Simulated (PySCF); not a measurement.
MoO₃, charge +1, doublet, geometry from GFN2-xTB (such geometries of metal compounds can be far from the true shape) (the multiplicity is a formal guess) (core potentials on Mo).

Input for PySCF:
```python
from pyscf import gto, scf, dft

mol = gto.Mole()
mol.atom = '''
    Mo    0.00000000   -0.00000000   -0.00000000
    O    -1.13555064   -1.19952535   -0.09964600
    O    -0.10119083    1.31969514   -0.99319224
    O     1.23674147   -0.12016978    1.09283824
'''
mol.basis = 'def2-svpd'
mol.ecp = {'Mo': 'def2-svpd'}
mol.charge = 1
mol.spin = 1
mol.verbose = 4
mol.build()

mf = dft.UKS(mol)
mf.xc = 'revpbe'
mf.kernel()
```

**Question.** Estimate the <S^2> that PySCF with REVPBE/def2-SVPD returns for this input.

**Answer.** 0.761

**Question.** Predict the Mulliken (on the basis functions themselves) charges in atom order from REVPBE/def2-SVPD.

**Answer.** Mo1 2.22, O2 -0.41, O3 -0.40, O4 -0.41

**Question.** Estimate the nuclear repulsion energy that REVPBE/def2-SVPD returns for this input.

**Answer.** 142.8981 Eh

**Question.** Give the number of basis functions at the level REVPBE/def2-SVPD.

**Answer.** 103

These values belong to the state on which the SCF converged, which isn't shown to be the lowest.
